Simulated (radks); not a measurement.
Values are calculated unless marked as measured or tabulated.
Q: These are the eigenvalues of the occupied orbitals of an atom or ion with whole-number occupations (hartree). Code: a radial shooting solver on a logarithmic mesh with Libxc functionals. Model: scalar-relativistic Kohn-Sham, exchange-only PBE, spin-polarised, spherical densities, point nucleus.

| orbital | eigenvalue |
|---|---|
| 1s | -30.51999 |
| 2s | -1.29814 |
| 2p | -0.45506 |

Which element is it, and in what charge state? The configuration may be excited. Open shells, if any, are filled with parallel spins first.

A: Z = 10, neon, charge 0: Ne in [Ne]. The list shows which subshells hold electrons but not how many an open one holds; the 1s level, -30.52 hartree, gives Z - s = 7.8 by -(Z - s)^2/2, which with screening and relativity narrows Z to a few neighbours, and the depths of the outer levels then fix element, charge and occupations together.
